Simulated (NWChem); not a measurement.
Molecule: C$_{3}$H$_{6}$O; SMILES O1CCC1

```xyz
10

C      0.0000     0.0000     1.0710
C      0.0000     1.0253    -0.0699
O      0.0000     0.0000    -1.0589
C      0.0000    -1.0253    -0.0699
H      0.8945     0.0000     1.7087
H     -0.8945     0.0000     1.7087
H     -0.8952     1.6702    -0.1336
H      0.8952     1.6702    -0.1336
H      0.8952    -1.6702    -0.1336
H     -0.8952    -1.6702    -0.1336
```
Atoms are numbered in this order, from 1.

Computed with NWChem. Medium grid unless said otherwise, to which SCAN and Minnesota functionals are sensitive. Coordinates come from a PBE0/def2-SVP optimisation. Total energies of different functionals are on different scales.

```json
[
 {"level": "PBE/def2-SVP", "energy (Ha)": "-192.7183", "highest occupied level (eV)": "…", "orbital gap (eV)": "…", "dipole (D)": "1.77"},
 {"level": "B3LYP/def2-SVP", "energy (Ha)": "-192.9616", "highest occupied level (eV)": "-6.71", "orbital gap (eV)": "8.27", "dipole (D)": "1.89"},
 {"level": "LDA (Slater exchange, VWN5)/def2-SVP", "energy (Ha)": "-191.3181", "highest occupied level (eV)": "-5.37", "orbital gap (eV)": "6.29", "dipole (D)": "1.84"},
 {"level": "BLYP/def2-SVP", "energy (Ha)": "-192.8729", "highest occupied level (eV)": "-5.22", "orbital gap (eV)": "6.24", "dipole (D)": "1.75"},
 {"level": "CAM-B3LYP/def2-SVP", "energy (Ha)": "-192.8644", "highest occupied level (eV)": "-8.40", "orbital gap (eV)": "11.18", "dipole (D)": "1.95"},
 {"level": "r2SCAN/def2-SVP", "energy (Ha)": "-192.8433", "highest occupied level (eV)": "-5.70", "orbital gap (eV)": "7.42", "dipole (D)": "1.90"}
]
```

What belongs in the gaps?


- PBE/def2-SVP, highest occupied level (eV): -5.33
- PBE/def2-SVP, orbital gap (eV): 6.38
